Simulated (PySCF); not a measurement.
Work out the structure from these simulated measurements.

Elements present: C, F and H. Monoisotopic mass: 154.0406 u.

* Polarisability: 67.8 au [PBE0/def2-SVPD]
* UV, strongest line: among the 10 lowest singlet transitions: S5/S6 at 9.64 eV (129 nm, f = 0.187 summed over these states) [TDDFT PBE0/def2-SVPD]
* Couplings: largest of the computed one-bond spin–spin couplings (means over like bonds): 19F–13C -391.0, 19F–13C -336.6 (×3), 13C–1H +156.6 (×6) Hz [B3LYP/pcJ-1, spin–dipole term left out for some pairs]
* Dipole: 0.66 D [PBE0/def2-SVPD]
* Rotational structure: rotational constants A, B, C: 2.974, 0.846, 0.845 GHz [PBE0-D3(BJ)/def2-SVP]
* 13C NMR: chemical shifts (computed TMS as zero) by class: 130.2 (1 C), 74.7 (1 C), 53.6 (3 C), 26.6 (1 C) ppm [GIAO PBE0/pcSseg-1]

The electronic properties come from PySCF, for the isolated species, density fitting. Levels stand in brackets. Isolated species at its PBE0-D3(BJ)/def2-SVP geometry, gas phase. Each NMR value is the plain mean over a class of atoms that symmetry, rotation or inversion makes alike.

**Question.** Which formula fits the mass and the elements?

**Answer.** C6H6F4 (calculated 154.0406). No other formula that holds each of these elements comes within 0.0003 u with a fitting electron parity and a possible valence count.

**Question.** Propose a structure and show how it fits.

**Answer.** Numbering: `[F:1][C:2]([F:3])([F:4])[C@:5]12[CH2:6][C@:7]([F:8])([CH2:9]1)[CH2:10]2`. Its formula, C6H6F4, gives 2 degrees of unsaturation: 2 rings and 0 π bonds in the structure found. 6 carbons fall into 4 classes; from least to most shielded: CF3 carbon [C2] (130.2 ppm), sp3 C–F carbon [C7] (74.7 ppm), four-membered-ring carbon [C6/C9/C10] (53.6 ppm, 3 C), sp3 carbon at a ring junction [C5] (26.6 ppm). The couplings run between: -391.0 Hz, alkyl fluorine [F8] and sp3 C–F carbon [C7]; -336.6 Hz, fluorine of a CF3 group [F1] and CF3 carbon [C2] (with 2 like pairs); +156.6 Hz, four-membered-ring carbon [C6] and its hydrogen (with 5 like pairs). The optimised geometry has point group C3v and is a prolate symmetric top (the spread among constants that symmetry makes equal is optimisation noise). Structure: `FC(F)(F)[C@]12C[C@](F)(C1)C2`. The assignments are read from this structure; whether some other isomer fits the data as well wasn't checked.

The values belong to the conformer `[F:1][C:2]([F:3])([F:4])[C@:5]12[CH2:6][C@:7]([F:8])([CH2:9]1)[CH2:10]2`: F1–C2–C5–C6 -60°.
